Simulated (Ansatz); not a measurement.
Process, species as SMILES: Br[SiH2]Br → Br[SiH]Br + H atom (the H-Si bond at the site shown breaks; other sites are not compared here)
Geometries: B3LYP-D3(BJ)/def2-TZVP minima from Ansatz (an electronic-structure program).

Property: bond dissociation energy (electronic energy difference), in kcal/mol. Cores are frozen in the correlated levels unless marked. Open shells are spin-unrestricted. No spin-orbit coupling. Frozen are the shells of the preceding noble gas and the d and f shells that filled before the atom's block. No relativistic terms. CBS(X,Y): correlation extrapolated as X^-3; Hartree-Fock from the larger set.

CCSD(T)/CBS(def2-TZVPPD,def2-QZVPPD) (Ansatz) gives 95.0 kcal/mol.

Q: Another calculation gave 91.0 kcal/mol. Which level was it?
(A) wB97M-V/def2-TZVPD (Ansatz)
(B) PBE/def2-TZVPD (Ansatz)
(C) PBE-QIDH/def2-TZVPD (Ansatz)

A: C, PBE-QIDH/def2-TZVPD (Ansatz). The others give 94.5 (wB97M-V), 86.7 (PBE) kcal/mol.
